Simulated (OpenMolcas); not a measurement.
Mn4+, Tc4+, Re4+: d³ down the group

```
Program             : OpenMolcas
Method              : SS-RASPT2, IPEA 0.25 Eh, imaginary shift 0.1 Eh
Basis               : ANO-RCC-VTZP
Scalar Hamiltonian  : DKH2, point nucleus
Spin-orbit coupling : RASSI with atomic mean-field integrals over the reference wave functions, term energies averaged over their components
```

Active space for each ion: 9 electrons in 8 orbitals (RAS1 p, at most 2 holes; RAS2 d); closed shells correlated by CASPT2: Mn4+ 3s; Tc4+ 4s; Re4+ 5s.

Computed levels in cm-1 above ⁴F_3/2:

| Level | Mn4+ | Tc4+ | Re4+ |
| --- | --- | --- | --- |
| ⁴F_5/2 | 387 | 1111 | 5140 |
| ⁴F_7/2 | 911 | 2480 | 9460 |
| ⁴F_9/2 | 1555 | 3990 | 12540 |
| ⁴P_1/2 | 17080 | 12120 | 14970 |
| ⁴P_5/2 | 17700 | 13870 | 22050 |
| ²G_7/2 | 18270 | 14080 | 20130 |
| ²G_9/2 | 18810 | 14940 | 32020 |
| ²P_1/2 | 23490 | 17500 | 24750 |
| ²H_9/2 | 25350 | 19400 | 21110 |
| weight of ⁴F in the lowest level (%) | 100 | 98 | 84 |

Mixed levels, with the weight of the term that names them: Re4+ ⁴F_9/2 (65 %), Re4+ ⁴P_1/2 (64 %), Re4+ ²G_9/2 (56 %), Re4+ ²P_1/2 (64 %), Re4+ ²H_9/2 (56 %).

Measured, with the error of the calculation in %. Measured levels: Mn4+ from Corliss and Sugar, J. Phys. Chem. Ref. Data 6, 1253 (1977); Re4+ from the list in Brasseur, Gamrath and Quinet, At. Data Nucl. Data Tables 157, 101636 (2024).

```
 Level          Mn4+          Re4+
⁴F_5/2    359 (+7.8)   4853 (+5.9)
⁴F_7/2    835 (+9.0)   8973 (+5.4)
⁴F_9/2  1412 (+10.1)  11914 (+5.3)
⁴P_1/2  16434 (+3.9)  14325 (+4.5)
⁴P_5/2  17049 (+3.8)  20922 (+5.4)
²G_7/2  17892 (+2.1)  19013 (+5.9)
²G_9/2  18399 (+2.2)  30366 (+5.5)
²P_1/2  23082 (+1.7)  23669 (+4.6)
²H_9/2  24975 (+1.5)  19967 (+5.7)
```

The fine-structure level ⁴F_9/2 changes by a factor of 8.06 from Mn4+ to Re4+.

Without spin-orbit coupling ⁴P lies 16580, 10900, 10900 cm-1 above ⁴F in that order; the difference to the level ⁴P_1/2, of either sign, comes from spin-orbit coupling, which also lowers the zero.

CASPT2 does not keep the components of a term degenerate, so their means are used; among the terms shown or strongly mixed into the levels shown the widest spread is 350 cm-1 (3d³ ⁴F, Mn4+). Active for correlation alone: 3p; no level in the range computed is led by a configuration that opens it, so any true level of that kind is missing (holds for Mn4+). Active for correlation alone: 4p; no level in the range computed is led by a configuration that opens it, so any true level of that kind is missing (holds for Tc4+). Active for correlation alone: 5p; no level in the range computed is led by a configuration that opens it, so any true level of that kind is missing (holds for Re4+). Measured partners are found by configuration, term and J. A level has none where our copy of the source lacks it or the pairing is in doubt (some pairs that miss far off the trend of their configuration count as doubtful), and it then counts in no deviation. Levels of configurations outside the active space are missing.
